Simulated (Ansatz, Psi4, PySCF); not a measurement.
C4H9Cl3Sn (SMILES CCC[CH2][Sn]([Cl])([Cl])[Cl]), singlet, at a GFN2-xTB geometry (such geometries of metal compounds can be far from the true shape) (all electrons, no relativity). Base run: B3LYP5/STO-3G run with PySCF.

Input for PySCF:
```python
from pyscf import gto, scf, dft

mol = gto.M(
    atom='''
C    -4.391860   -0.362715   -0.122096
C    -2.979753   -0.397341   -0.689992
C    -2.185873   -1.580370   -0.145812
C    -0.801153   -1.687628   -0.713546
Sn    0.583888   -0.006596   -0.016441
Cl    0.704224    1.830881   -1.472699
Cl   -0.058770    0.868695    2.065512
Cl    2.801128   -0.717010    0.268109
H    -4.933809   -1.269259   -0.383940
H    -4.938858    0.489283   -0.516646
H    -4.363698   -0.279109    0.961719
H    -2.464284    0.531537   -0.427279
H    -3.021948   -0.458313   -1.779697
H    -2.149830   -1.526486    0.945238
H    -2.709678   -2.509717   -0.401691
H    -0.274357   -2.580087   -0.386092
H    -0.777998   -1.603365   -1.796580
''',
    basis='sto-3g',
    charge=0,
    spin=0,
    verbose=3,
)

mf = dft.RKS(mol)
mf.xc = 'b3lyp5'
mf.kernel()
```

The same geometry, method and basis name were run in Ansatz (a quantum-chemistry and plane-wave program) and Psi4 and PySCF, at each program's defaults and at the settings that a row names. The base is PySCF at its defaults. Differences at the defaults can come from grids, fitting, cores and function types together.

```csv
code and settings,ΔE vs base (µEh),basis functions,E (Eh),SCF cycles,dipole (D)
"PySCF, defaults (exact integrals, its default grid, spherical functions)",0.0,83,-7486.54086,9,4.30
"Ansatz, defaults (factorised integrals, its default grid, spherical functions)",-6.5,83,-7486.54087,-,-
"PySCF, fine grid",-8.4,83,-7486.54087,8,4.30
"Psi4, exact integrals, spherical functions, fine grid",4.9,83,-7486.54086,10,4.30
"Ansatz, high accuracy",-10.1,83,-7486.54087,-,-
```
